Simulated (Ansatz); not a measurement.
Start from `BC(F)(F)F` and change one atom or group to get `C[SiH2]C(F)(F)F`.

Ansatz, PBE0-D4/def2-TZVP geometries, multiplicity 1. 

```csv
property,`BC(F)(F)F`
"ideal-gas entropy at 298 K and 1 bar (rigid rotor, harmonic PBE0-D4/def2-TZVP) / J/(mol·K)",305
HOMO–LUMO gap (PBE0/def2-TZVPP) / eV,7.37
HOMO energy (PBE/def2-TZVPP) / eV,-8.42
HOMO–LUMO gap (B3LYP/def2-TZVPP) / eV,6.91
size of the dipole moment (ωB97M-V/def2-TZVPP) / D,1.88
LUMO energy (PBE/def2-TZVPP) / eV,-3.77
```

**Question.** Give the same properties after the change, and the shifts. (Best estimate.)

**Answer.** Ansatz gave: 
| property | `C[SiH2]C(F)(F)F` | shift |
| --- | --- | --- |
| ideal-gas entropy at 298 K and 1 bar (rigid rotor, harmonic PBE0-D4/def2-TZVP) / J/(mol·K) | 361 | 56 |
| HOMO–LUMO gap (PBE0/def2-TZVPP) / eV | 9.66 | 2.29 |
| HOMO energy (PBE/def2-TZVPP) / eV | -7.73 | 0.69 |
| HOMO–LUMO gap (B3LYP/def2-TZVPP) / eV | 9.20 | 2.29 |
| size of the dipole moment (ωB97M-V/def2-TZVPP) / D | 2.72 | 0.84 |
| LUMO energy (PBE/def2-TZVPP) / eV | -0.43 | 3.34 |

With PBE0 the HOMO rises by 0.82 eV and the LUMO rises by 3.10 eV, so the gap widens by about 2.28 eV. PBE moves the HOMO by 0.69 eV and ωB97M-V by 0.91 eV. The zero-point energy changes by 87.9 kJ/mol with +12 modes. Dipoles are sizes alone; their direction can turn. Modes under 60 cm⁻¹, often nearly free rotors, make the harmonic entropy too high.

B3LYP here is the variant with VWN-RPA as its local correlation; programs differ in this.
